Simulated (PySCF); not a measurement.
# Gas-phase XPS of `N#C[SiH2]O`, computed

Compound: CH3NOSi.
Cartesian coordinates in Å at the PBE0-D3(BJ)/def2-SVP level; atoms count from 1:
```xyz
7
CH3NOSi angstrom
N      2.5213   -0.6915    0.1410
C      1.4499   -0.2614    0.0311
Si    -0.2870    0.4073   -0.1156
O     -1.3403   -0.8285   -0.4160
H     -0.3271    1.3166   -1.2820
H     -0.5483    1.1134    1.1678
H     -1.3907   -1.5536    0.2139
```

Method used: delta-SCF UKS SCAN, pcX-2 on the ionised atom, pcseg-1 elsewhere, spin-free X2C in PySCF 2.14.0. Vertical ΔSCF values, vacuum level as zero.

Q: List the computed XPS lines with their assignment.

A: 
```tsv
atom(s)	environment	level	binding energy (eV)	2p1/2 (eV)	count
Si3	oxygen-bound silicon	Si 2p3/2	108.77	109.40	1
C2	cyano carbon	C 1s	292.07	–	1
N1	cyano nitrogen	N 1s	405.62	–	1
O4	silanol oxygen	O 1s	539.52	–	1
Si3	oxygen-bound silicon	Si 1s	1848.76	–	1
```

Q: Which effective nuclear charge Zeff reproduces each element's mean 1s value in the hydrogen-like formula E = 13.606 eV × Zeff²?

A: C (Z = 6): mean 292.1 eV, Zeff = 4.63, Z − Zeff = 1.37; N (Z = 7): mean 405.6 eV, Zeff = 5.46, Z − Zeff = 1.54; O (Z = 8): mean 539.5 eV, Zeff = 6.30, Z − Zeff = 1.70; Si (Z = 14): mean 1848.8 eV, Zeff = 11.66, Z − Zeff = 2.34. Means run over the listed sites, weighted by atom count.

Q: Express the binding energy of Si 2p3/2 of Si3 in atomic units and per mole.

A: 108.77 eV = 3.9972 Eh = 10495 kJ/mol.

Spin–orbit and ligand-field terms were added within each 2p shell after the spin-free SCF. 2p1/2 minus 2p3/2 (ligand field included): Si 0.63 eV. Isolated species at its PBE0-D3(BJ)/def2-SVP geometry (one conformer only).

Hardware: an Arm Neoverse V1 with one thread, no GPU, on a shared host. Cost: 15 s.
